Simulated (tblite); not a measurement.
Compound: C7H6ClF3O.
Structure used (GFN2-xTB), in Å, numbered top down from 1:
```
atom  x, y, z in Å
C1    -2.4989    2.6185   -1.0356
C2    -1.4870    2.1155   -0.6283
C3    -0.2653    1.5882   -0.1747
Cl4    1.0881    2.6749   -0.2531
C5    -0.1134    0.3482    0.3212
C6     1.1977   -0.1992    0.8086
C7     2.1462   -0.5774   -0.3313
F8     1.6383   -1.6331   -1.0518
O9    -1.2724   -0.4003    0.4460
C10   -1.2286   -1.7491    0.3222
F11   -1.0024   -2.3451    1.5257
F12   -2.4441   -2.1602   -0.0619
H13   -3.4011    3.0265   -1.3822
H14    1.0271   -1.0697    1.4436
H15    1.6987    0.5675    1.4035
H16    2.2784    0.2477   -1.0358
H17    3.1133   -0.9047    0.0609
H18   -0.4831   -2.1418   -0.3887
```

Computed with GFN2-xTB (tblite): harmonic, unscaled wavenumbers at the GFN2-xTB geometry, gas phase. The method is semi-empirical: single wavenumbers can be off by several per cent or more. One conformer, not necessarily the lowest.

Harmonic wavenumbers (cm⁻¹): 34.7, 51.7, 58.9, 80.2, 103.1, 109.7, 149.0, 200.7, 224.2, 249.6, 277.1, 353.1, 396.6, 441.1, 453.4, 484.1, 502.7, 556.9, 611.4, 640.1, 657.5, 685.4, 868.8, 890.7, 970.6, 984.1, 1026.9, 1065.1, 1083.1, 1111.8, 1126.8, 1167.8, 1212.1, 1235.9, 1261.3, 1293.3, 1317.7, 1318.7, 1435.9, 1448.0, 1642.4, 2246.0, 2910.0, 2963.8, 2975.0, 2983.4, 3015.2, 3396.1.

A = 959.7, B = 593.3, C = 417.6 MHz; mass 198.006 u (most abundant isotopes); point group C1, symmetry number 1.

**Question.** Zero-point energy?

**Answer.** ½Σν̃ = 25136 cm⁻¹ = 300.69 kJ/mol.

**Question.** Give the ideal-gas entropy at 200 K and 1 bar in the rigid-rotor, harmonic-oscillator model (classical rotation).

**Answer.** Translation 166.51, rotation 127.15, vibration 126.77: S = 420.4 J/(mol K).

**Question.** And Cp and H(200 K) − H(0)?

**Answer.** Cp = 151.98 J/(mol K), of which vibrations give 118.72 (their classical limit is 48 R = 399.1); H(200 K) − H(0) = 19.69 kJ/mol without the zero-point energy, 13.04 from vibrations.

**Question.** How do the functions run with temperature in this model?

**Answer.** 
```json
{"T (K)": "150", "S (J/(mol K))": "380.3", "Cp (J/(mol K))": "128.1", "H − H(0) (kJ/mol)": "12.68", "G − H(0) (kJ/mol)": "-44.36", "ln q(vib)": "5.40"}
{"T (K)": "250", "S (J/(mol K))": "456.8", "Cp (J/(mol K))": "174.6", "H − H(0) (kJ/mol)": "27.86", "G − H(0) (kJ/mol)": "-86.34", "ln q(vib)": "9.32"}
{"T (K)": "298.15", "S (J/(mol K))": "489.3", "Cp (J/(mol K))": "195.4", "H − H(0) (kJ/mol)": "36.77", "G − H(0) (kJ/mol)": "-109.13", "ln q(vib)": "11.10"}
{"T (K)": "400", "S (J/(mol K))": "552.5", "Cp (J/(mol K))": "234.8", "H − H(0) (kJ/mol)": "58.74", "G − H(0) (kJ/mol)": "-162.24", "ln q(vib)": "14.69"}
{"T (K)": "600", "S (J/(mol K))": "659.2", "Cp (J/(mol K))": "291.3", "H − H(0) (kJ/mol)": "111.78", "G − H(0) (kJ/mol)": "-283.74", "ln q(vib)": "21.16"}
{"T (K)": "900", "S (J/(mol K))": "787.7", "Cp (J/(mol K))": "340.8", "H − H(0) (kJ/mol)": "207.33", "G − H(0) (kJ/mol)": "-501.57", "ln q(vib)": "29.69"}
```

q(vib) and H(0) count from the zero-point level.

**Question.** Which modes carry the vibrational entropy at 200 K?

**Answer.** 34.7 cm⁻¹: 19.87; 51.7 cm⁻¹: 16.59; 58.9 cm⁻¹: 15.52; 80.2 cm⁻¹: 13.00; 103.1 cm⁻¹: 10.99; 109.7 cm⁻¹: 10.50 J/(mol K); the other 42 give 40.31 together.

**Question.** Blend soft modes into free rotors: weight 1/[1 + (100 cm⁻¹/ν̃)⁴] for the oscillator and the rest for a rotor with moment μB/(μ + B), μ = h/(8π²ν), B = 10⁻⁴⁴ kg m². What vibrational entropy results?

**Answer.** 114.09 J/(mol K) in place of 126.77, which changes −T·S at 200 K by +2.54 kJ/mol.

**Question.** What must be added to the electronic energy to get the Gibbs energy at 200 K and 1 bar?

**Answer.** ZPE + [H(200 K) − H(0)] − T·S = 300.69 + 19.69 − 84.09 = 236.29 kJ/mol.

Hindered rotation and anharmonicity are outside this model. Other conformers, if any are populated, would add a mixing term that is left out. The structure is chiral; the term R ln 2 for an equal mix with its mirror image is left out.
